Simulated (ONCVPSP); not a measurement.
## What the settings do to the ONCV potential of silicon (Si)

Base potential:

| Property | Result |
| --- | --- |
| Element | silicon (Si) |
| Generator | ONCVPSP 4.0.1 |
| Type | optimised norm-conserving Vanderbilt (ONCV) |
| Functional | PBEsol |
| Relativity | scalar-relativistic |
| Frozen core | [Ne] |
| Valence charge | 4 |
| Reference configuration | 3s1 (charge +3) |
| Partial waves | 3s: rc 1.35 bohr, ncon 3, nbas 6, qcut 6.3 1/bohr, 2 projectors, debl 0.3 Ha; p scattering state at 0.18 Ha: rc 1.35 bohr, ncon 3, nbas 8, qcut 5.2 1/bohr, 2 projectors, debl 3 Ha; d scattering state at 0.05 Ha: rc 1.15 bohr, ncon 3, nbas 6, qcut 8.7 1/bohr, 2 projectors, debl 1.9 Ha |
| Local potential | polynomial inside 0.80 bohr (lpopt 1, dvloc0 0 Ha) |
| Core correction | Teter function, fcfact 2.75, rcfact 1.8 |

In the s channel the program set the typed energies aside and used -1.446, 0.250 Ha. In the p channel the program set the typed energies aside and used 0.050, 3.050 Ha.

Cutoffs, loose and tight: the cutoffs (Ha) at which the residual kinetic energy of the hardest occupied pseudo-wave falls to 1 and 0.1 mHa per electron. They do not see the model core or the augmentation charge, which bear on the density cutoff. Test errors are all-electron minus pseudo excitation energies from the reference, over the configurations 3s2 3p2; 3s2 3p1; 3s2; 3s1 3p3. A dash means not determined; rows that change the core or the reference have their own tests.

1 further variants are left out, since the program set their typed debl aside.

A true bound ghost makes a file unfit for plane-wave use even where its test errors are small: the radial tests pick states by their node count and pass the ghost by.

```csv
change,outcome,"cutoff, loose","cutoff, tight",bound ghosts,GHOST(+) flags above zero,largest test error (meV)
base,"generated, projector energies reset by the program",11 Ha,33 Ha,s,none,-427
"local potential polynomial inside 0.80 bohr (lpopt 1, dvloc0 -2.5 Ha)","generated, projector energies reset by the program",11 Ha,33 Ha,s,none,-427
"core correction Teter function, fcfact 2.75, rcfact 1.16","generated, projector energies reset by the program",11 Ha,33 Ha,s,none,+210
functional PBE,"generated, projector energies reset by the program",10 Ha,34 Ha,s,none,-381
"all radii but the core radius scaled by about 0.80 (s 1.08, p 1.08, d 0.92 bohr); local potential polynomial inside 0.64 bohr (lpopt 1, dvloc0 0 Ha)","failed: ERROR pspot: first pseudo wave function has node, program will stop",–,–,–,–,–
s: qcut 7.6; p: qcut 6.3; d: qcut 10.5,"failed: ERROR pspot: first pseudo wave function has node, program will stop",–,–,–,–,–
```

(1) What comes out with this change to the base: s: rc 1.76?

(2) What comes out with this change to the base: s: qcut 6.8?

Answers

(1) outcome: generated, projector energies reset by the program; cutoff, loose: 10 Ha; cutoff, tight: 13 Ha; bound ghosts: none; GHOST(+) flags above zero: s; largest test error (meV): -419.

(2) outcome: generated, projector energies reset by the program; cutoff, loose: 16 Ha; cutoff, tight: 23 Ha; bound ghosts: s; GHOST(+) flags above zero: none; largest test error (meV): -427.
